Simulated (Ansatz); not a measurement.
Telling isomers of C2H3BeP apart by their spectra

These gas-phase data were calculated for one isomer of C2H3BeP at B3LYP/6-31G* (harmonic, unscaled wavenumbers; equilibrium rotational constants with average atomic masses):

| Property | Result |
| --- | --- |
| rotational constants | 13.18, 5.601, 4.036 GHz |
| all wavenumbers above 1500 cm⁻¹ | 3160, 3092, 2191, 1525 |

Candidates:

(1) `[BeH][C]1=PC1`, a singlet
(2) `[BeH][C]#CP`, a singlet

Task: Which structure fits?

Result: Candidate (1). No mode falls between 2250 and 2520 cm⁻¹, where the P–H stretch of (2) would stand.

The same quantities for all candidates:

```tsv
	rotational constants (GHz)	wavenumbers above 1500 cm⁻¹	E above the lowest, B3LYP/6-31G* (kcal/mol)
(1)	13.18, 5.601, 4.036	3160, 3092, 2191, 1525	4.4
(2)	129.5, 2.37, 2.365	2403, 2395, 2226, 2168	0.0
```

Harmonic stretches to hydrogen usually lie a few per cent above observed fundamentals. Programs: Ansatz 0.2.0.
